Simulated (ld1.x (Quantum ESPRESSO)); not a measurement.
**N: excitation energies, all-electron against TM**

nitrogen (N), norm-conserving Troullier–Martins (Kleinman–Bylander form), made with ld1.x (Quantum ESPRESSO) 7.5 (PBEsol, non-relativistic). Core [He], reference 2s2 2p3. Waves: 2s (bound): rc 0.70 bohr; 2p (bound): rc 2.20 bohr; 3d channel at -0.05 Ry: rc 1.80 bohr. Local part: the d channel. Core correction: none.

Energies are relative to the spin-unpolarised reference configuration 2s2 2p3; without spin polarisation the order of configurations can differ from experiment.

(1) Give the all-electron excitation energy and the error of the potential for: 2s2 2p2; 2s2 2p1; 2s2 2p0; 2s1 2p4; 2s1 2p3; 2s2 2p2.5; 2s0 2p5.

Levels in the configuration 2s2 2p2.5:

```
level  all-electron (eV)  pseudo (eV)
   2s            -24.954      -24.964
   2p            -13.379      -13.332
```

Results:

(1)

| valence configuration | charge | ΔE all-electron (eV) | error AE − PS (meV) |
| --- | --- | --- | --- |
| 2s2 2p2 | +1 | 13.527 | +62 |
| 2s2 2p1 | +2 | 42.269 | +543 |
| 2s2 2p0 | +3 | 89.156 | +2155 |
| 2s1 2p4 | 0 | 11.404 | +1.8 |
| 2s1 2p3 | +1 | 25.208 | -86 |
| 2s2 2p2.5 | +0.5 | 5.065 | +9.0 |
| 2s0 2p5 | 0 | 22.836 | +7.7 |
